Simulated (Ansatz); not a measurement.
magnesium atom (Mg), singlet; HF/def2-TZVP (Ansatz, a quantum-chemistry and plane-wave program).

Input for Ansatz:
Ansatz 0.2 input:
```yaml
crystal:
  periodic: [false, false, false]
  atoms:
    - {symbol: Mg, position_ang: [0.00000000, 0.00000000, 0.00000000]}
basis:
  gaussian:
    orbitals: def2-TZVP
hamiltonian:
  xc: hf
accuracy: high
```

Q: Write the output that Ansatz gives for this input, abridged.

A: 
```
Functional definition: HF
288 factors; integrals over basis functions are off by at most 2.5e-9 eV
mean field evaluation 1: about -5431.5731 eV, gradient 2.9e-2 eV
mean field evaluation 2: about -5431.5731 eV, gradient 2.9e-2 eV
mean field evaluation 4: about -5431.5731 eV, gradient 4.0e-5 eV
mean field -5431.57313704 eV, -199.6066311339 hartree, gradient 8.1e-8 eV, S^2 0.000000; 0 other end points of the search recorded, 0 dependent functions left out
reference -5431.57313704 eV, -199.6066311339 hartree; 6, 6 occupied and 26, 26 virtual orbitals, 288 factors
Total energy: -5431.57313704 eV, -199.6066311339 hartree
```
